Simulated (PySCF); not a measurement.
Structure problem from calculated spectra and properties.

Formula: C5H8N2O2.

| Quantity | Value |
| --- | --- |
| 1H NMR | chemical shifts (computed TMS as zero) by class: 6.24 (1 H), 4.59 (1 H), 3.64 (3 H), 3.57 (1 H), 2.60 (1 H), 2.31 (1 H) ppm [GIAO PBE0/pcSseg-1] |
| Rotational structure | rotational constants A, B, C: 2.350, 1.156, 0.885 GHz [GFN2-xTB] |
| Dipole | 4.88 D [PBE0/pcSseg-1] |
| NMR, other nuclei | isotropic shieldings of nuclei other than C and H, by class: -33 (1 N), 158 (1 N), -74 (1 O), 293 (1 O) ppm [GIAO PBE0/pcSseg-1] |
| 13C NMR | chemical shifts (computed TMS as zero) by class: 172.4 (1 C), 122.9 (1 C), 85.5 (1 C), 60.7 (1 C), 24.5 (1 C) ppm [GIAO PBE0/pcSseg-1] |

The electronic properties come from PySCF, for the isolated species, density fitting. Levels stand in brackets. Geometry: GFN2-xTB, one conformer, isolated molecule. Each NMR value is the plain mean over a class of atoms that symmetry, rotation or inversion makes alike.

Question: What is the compound? Reason from the data.

Answer: Numbering: `[CH3:1][O:2][C@H:3]([CH2:4][C:5]#[N:6])[C:7]([NH2:8])=[O:9]`. Its formula, C5H8N2O2, gives 3 degrees of unsaturation: 0 rings and 3 π bonds in the structure found. 5 carbons fall into 5 classes; from least to most shielded: amide carbonyl carbon [C7] (172.4 ppm), nitrile carbon [C5] (122.9 ppm), sp3 carbon bound to oxygen [C3] (85.5 ppm), methoxy carbon [C1] (60.7 ppm), sp3 carbon next to a nitrile [C4] (24.5 ppm). Hydrogen classes from least to most shielded: 1 H on an amide nitrogen, N8 (6.24 ppm), 1 H on an amide nitrogen, N8 (4.59 ppm), 3 H on a methoxy carbon, C1 (3.64 ppm), 1 H on an sp3 carbon bound to oxygen, C3 (3.57 ppm), 1 H on an sp3 carbon next to a nitrile, C4 (2.60 ppm), 1 H on an sp3 carbon next to a nitrile, C4 (2.31 ppm). The other shieldings belong to: -33 ppm, nitrile nitrogen [N6]; 158 ppm, amide nitrogen [N8]; -74 ppm, amide oxygen [O9]; 293 ppm, ether oxygen [O2]. The optimised geometry has point group C1 and is an asymmetric top. Structure: `CO[C@H](CC#N)C(N)=O`. Computed isomers that give other values at the same levels: `COCCc1ncno1` (rotational constant A: 5.764 GHz; this holds for the one conformer computed). The assignments are read from this structure; whether some other isomer fits the data as well wasn't checked. The mirror image fits equally.

Conformer computed: `[CH3:1][O:2][C@H:3]([CH2:4][C:5]#[N:6])[C:7]([NH2:8])=[O:9]`: C1–O2–C3–C4 -155°, O2–C3–C4–C5 70°, O2–C3–C7–N8 21°, H–N8–C7–C3 180°, H–N8–C7–C3 -2°.
